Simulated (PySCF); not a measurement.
C₆H₁₄N, doublet, at a GFN2-xTB geometry; DF-HF/6-31G (PySCF).

Here is a job for PySCF.
```python
from pyscf import gto, scf

mol = gto.Mole()
mol.atom = '''
    C     1.250736   -0.220294    1.318195
    C     1.068109    0.484016    0.035108
    C     2.384875    0.573556   -0.750959
    N     0.102081   -0.186143   -0.855251
    C    -1.288245   -0.302835   -0.447748
    C    -1.537819   -1.345940    0.648742
    C    -1.864522    1.051466   -0.042836
    H     0.936532    0.205463    2.251343
    H     1.641583   -1.221076    1.322265
    H     0.696532    1.497782    0.204819
    H     2.801302   -0.419792   -0.902763
    H     2.200252    1.028075   -1.720441
    H     3.107064    1.173197   -0.203626
    H     0.458413   -1.106621   -1.094411
    H    -1.813696   -0.636515   -1.355286
    H    -1.200729   -2.329513    0.325291
    H    -0.986575   -1.071498    1.547381
    H    -2.597779   -1.404403    0.884343
    H    -1.596755    1.805369   -0.778283
    H    -1.491184    1.355856    0.931654
    H    -2.948330    0.986863    0.011468
'''
mol.basis = '6-31g'
mol.charge = 0
mol.spin = 1
mol.verbose = 4
mol.build()

mf = scf.UHF(mol)
mf = mf.density_fit(auxbasis='def2-universal-jkfit')
mf.kernel()
```

The log (banner, timings and long lists left out):

```
PySCF version 2.14.0

[INPUT] verbose = 4
[INPUT] num. atoms = 21
[INPUT] num. electrons = 57
[INPUT] charge = 0
[INPUT] spin (= nelec alpha-beta = 2S) = 1
[INPUT] symmetry False subgroup None
[INPUT] Mole.unit = angstrom
[INPUT] Symbol           X                Y                Z      unit          X                Y                Z       unit  Magmom
[INPUT]  1 C      1.250736000000  -0.220294000000   1.318195000000 AA    2.363548494134  -0.416295326885   2.491027528771 Bohr   0.0
[INPUT]  2 C      1.068109000000   0.484016000000   0.035108000000 AA    2.018433481183   0.914657679907   0.066344504781 Bohr   0.0
[INPUT]  3 C      2.384875000000   0.573556000000  -0.750959000000 AA    4.506760591322   1.083863757101  -1.419106840777 Bohr   0.0
[INPUT]  4 N      0.102081000000  -0.186143000000  -0.855251000000 AA    0.192905132522  -0.351759290005  -1.616190157760 Bohr   0.0
[INPUT]  5 C     -1.288245000000  -0.302835000000  -0.447748000000 AA   -2.434430231340  -0.572275210933  -0.846121092822 Bohr   0.0
[INPUT]  6 C     -1.537819000000  -1.345940000000   0.648742000000 AA   -2.906056739153  -2.543457980097   1.225944705503 Bohr   0.0
[INPUT]  7 C     -1.864522000000   1.051466000000  -0.042836000000 AA   -3.523435933226   1.986982769292  -0.080948308272 Bohr   0.0
[INPUT]  8 H      0.936532000000   0.205463000000   2.251343000000 AA    1.769788986891   0.388268798732   4.254421682457 Bohr   0.0
[INPUT]  9 H      1.641583000000  -1.221076000000   1.322265000000 AA    3.102142280742  -2.307499217279   2.498718714098 Bohr   0.0
[INPUT] 10 H      0.696532000000   1.497782000000   0.204819000000 AA    1.316254716996   2.830397774303   0.387051815107 Bohr   0.0
[INPUT] 11 H      2.801302000000  -0.419792000000  -0.902763000000 AA    5.293693572196  -0.793291909283  -1.705974825391 Bohr   0.0
[INPUT] 12 H      2.200252000000   1.028075000000  -1.720441000000 AA    4.157873685027   1.942780185512  -3.251162303473 Bohr   0.0
[INPUT] 13 H      3.107064000000   1.173197000000  -0.203626000000 AA    5.871500011496   2.217021020161  -0.384797371841 Bohr   0.0
[INPUT] 14 H      0.458413000000  -1.106621000000  -1.094411000000 AA    0.866275021940  -2.091210613692  -2.068137057711 Bohr   0.0
[INPUT] 15 H     -1.813696000000  -0.636515000000  -1.355286000000 AA   -3.427388713219  -1.202839024178  -2.561119360457 Bohr   0.0
[INPUT] 16 H     -1.200729000000  -2.329513000000   0.325291000000 AA   -2.269048959823  -4.402141573614   0.614710900786 Bohr   0.0
[INPUT] 17 H     -0.986575000000  -1.071498000000   1.547381000000 AA   -1.864356551343  -2.024837763019   2.924126300356 Bohr   0.0
[INPUT] 18 H     -2.597779000000  -1.404403000000   0.884343000000 AA   -4.909090842147  -2.653937038518   1.671166070176 Bohr   0.0
[INPUT] 19 H     -1.596755000000   1.805369000000  -0.778283000000 AA   -3.017429638030   3.411652963780  -1.470741717405 Bohr   0.0
[INPUT] 20 H     -1.491184000000   1.355856000000   0.931654000000 AA   -2.817929361333   2.562196504348   1.760570902856 Bohr   0.0
[INPUT] 21 H     -2.948330000000   0.986863000000   0.011468000000 AA   -5.571536224839   1.864900792467   0.021671379197 Bohr   0.0

nuclear repulsion = 330.859443894383
number of shells = 63
number of NR pGTOs = 210
number of NR cGTOs = 91
basis = 6-31g
ecp = {}

******** <class 'pyscf.df.df_jk.DFUHF'> ********
method = DFUHF
initial guess = minao
damping factor = 0
level_shift factor = 0
DIIS = <class 'pyscf.scf.diis.CDIIS'>
diis_start_cycle = 1
diis_space = 8
diis_damp = 0
SCF conv_tol = 1e-09
SCF conv_tol_grad = None
SCF max_cycles = 50
direct_scf = False
number electrons alpha = 29  beta = 28
Set gradient conv threshold to 3.16228e-05
******** <class 'pyscf.df.df.DF'> ********
auxbasis = def2-universal-jkfit
init E= -290.904937042984

cycle= 1 E= -289.540977393804  delta_E= 1.36  |g|= 0.292  |ddm|= 2.71
cycle= 2 E= -289.613391769046  delta_E= -0.0724  |g|= 0.0922  |ddm|= 0.476
cycle= 3 E= -289.621216511016  delta_E= -0.00782  |g|= 0.037  |ddm|= 0.175
cycle= 4 E= -289.622706590519  delta_E= -0.00149  |g|= 0.0133  |ddm|= 0.0718
cycle= 5 E= -289.623073155266  delta_E= -0.000367  |g|= 0.00562  |ddm|= 0.0439
cycle= 6 E= -289.623133462326  delta_E= -6.03e-05  |g|= 0.00251  |ddm|= 0.0187
cycle= 7 E= -289.62314301073  delta_E= -9.55e-06  |g|= 0.000847  |ddm|= 0.00732
cycle= 8 E= -289.62314429935  delta_E= -1.29e-06  |g|= 0.0003  |ddm|= 0.00281
cycle= 9 E= -289.623144447344  delta_E= -1.48e-07  |g|= 0.000133  |ddm|= 0.00086
cycle= 10 E= -289.623144476276  delta_E= -2.89e-08  |g|= 6.38e-05  |ddm|= 0.000365
cycle= 11 E= -289.623144484993  delta_E= -8.72e-09  |g|= 2.52e-05  |ddm|= 0.000243
cycle= 12 E= -289.623144486405  delta_E= -1.41e-09  |g|= 1.01e-05  |ddm|= 0.000103
cycle= 13 E= -289.6231444866  delta_E= -1.96e-10  |g|= 4.86e-06  |ddm|= 3.21e-05
Extra cycle  E= -289.623144486627  delta_E= -2.61e-11  |g|= 3.09e-06  |ddm|= 8.89e-06
converged SCF energy = -289.623144486627  <S^2> = 0.76356835  2S+1 = 2.0135226
```
